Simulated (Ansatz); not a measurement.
Total energies of `BC#CN`.

```xyz
8

B     0.405    0.964    1.705
C     0.108    0.256    0.454
C    -0.140   -0.334   -0.591
N    -0.405   -0.964   -1.704
H    -0.243    1.919    2.023
H     1.295    0.588    2.411
H    -1.149   -0.662   -2.310
H     0.129   -1.768   -1.988
```

Total charge 0; spin multiplicity 1. Geometry: relaxed with PBE0-D4/def2-TZVP. It is one conformer, not always the lowest. Basis def2-TZVPP, Ansatz 0.2.0.

RPA on PBE orbitals: Hartree–Fock energy of these orbitals -157.15266 Eh, correlation -0.99721 Eh (frozen core).

| functional | kind | energy without D4 (Eh) | D4 term (kJ/mol) |
| --- | --- | --- | --- |
| r2SCAN0 | meta-GGA hybrid, 25 % | -158.09183 | -3.0 |
| B2PLYP | double hybrid | -158.07161 | – |

(1) Give the same for LDA (SPW92), PBE, revPBE, BLYP, r2SCAN, B97M-V, PBE0, B3LYP, r2SCANh, HSE06 (plane-wave form), BHLYP, CAM-B3LYP, LC-ωPBE, ωB97X-V, ωB97M-V, PBE-QIDH. (Best estimate.)

B3LYP takes the VWN-RPA correlation (the form of Gaussian; ORCA's B3LYP/G). HSE06 is the plane-wave form, built on full-range PBE exchange. The double hybrids freeze the cores in their second-order part.

Answers

(1) The calculation gave: 
```csv
functional,kind,energy without D4 (Eh),D4 term (kJ/mol)
LDA (SPW92),LDA,-156.74555,–
PBE,GGA,-157.99839,-10.4
revPBE,GGA,-158.16829,-35.9
BLYP,GGA,-158.15606,-23.5
r2SCAN,meta-GGA,-158.11232,-2.6
B97M-V,meta-GGA with VV10,-158.21457,–
PBE0,"global hybrid, 25 % exact exchange",-158.01048,-8.7
B3LYP,"global hybrid, 20 %",-158.22349,-16.7
r2SCANh,"meta-GGA hybrid, 10 %",-158.10379,-2.7
HSE06 (plane-wave form),screened hybrid,-158.00144,-8.0
BHLYP,"global hybrid, 50 %",-158.11752,-11.8
CAM-B3LYP,range-separated hybrid,-158.12318,-8.7
LC-ωPBE,long-range corrected hybrid,-158.08509,–
ωB97X-V,range-separated hybrid GGA with VV10,-158.15659,–
ωB97M-V,range-separated hybrid meta-GGA with VV10,-158.13936,–
PBE-QIDH,double hybrid,-157.97945,–
```

LC-ωPBE has ω = 0.4 bohr⁻¹.
